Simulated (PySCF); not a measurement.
Computed shifts of a molecule C₄H₄Cl₂, PBE/pcSseg-1 (PySCF), GIAO, gas phase, atoms alike by connectivity averaged where their shifts nearly agree, in ppm (number of nuclei): ¹³C: 137.0 (2), 40.1 (2). ¹H: 2.89 (4). References: ³⁵Cl against HCl (σ = 936.5 ppm); ¹³C against TMS (σ = 182.0 ppm); ¹H against TMS (σ = 31.49 ppm), references at their B3LYP-D3(BJ)/def2-TZVP geometries, non-relativistic (without spin–orbit terms, shifts of atoms bonded to Cl or Br come out too high). Geometry: B3LYP-D3(BJ)/def2-SVP. Other conformers were not sampled.

Problem. Identify the compound among the candidates.
A. ClC1=C(Cl)CC1
B. C=CC=C(Cl)Cl
C. Cl/C=C\C=C/Cl
D. C=C=CC(Cl)Cl

Solution. A, ClC1=C(Cl)CC1
